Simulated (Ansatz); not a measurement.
A structure relaxed at PBE0-D4/def2-TZVP, charge 0, multiplicity 1:

Cartesian coordinates in Å:
```
C -1.1132 0.4185 -0.7901
C -0.2343 -0.6739 -0.2109
C 1.2264 -0.4684 -0.5649
O -0.4134 -0.7931 1.1806
Zn -0.0236 0.5255 2.2860
F 0.3187 1.7422 3.4838
H -1.0509 0.4506 -1.8809
H -0.7972 1.4005 -0.4131
H -2.1553 0.2609 -0.5064
H -0.5587 -1.6365 -0.6312
H 1.5771 0.5005 -0.1849
H 1.3837 -0.4728 -1.6466
H 1.8409 -1.2539 -0.1215
```

Give its formula and SMILES.

C3H7FOZn, `CC(C)[O][Zn][F]`.

Point group (tolerance 0.08 Å, 0.16 Å for H)?

Cs.

Summarise the bond lengths by kind.

2 × C–C 1.517 Å; 7 × C–H 1.091 to 1.099 Å; 1 × C–O 1.408 Å; 1 × O–Zn 1.764 Å; 1 × F–Zn 1.741 Å.

All numbers were calculated with Ansatz.
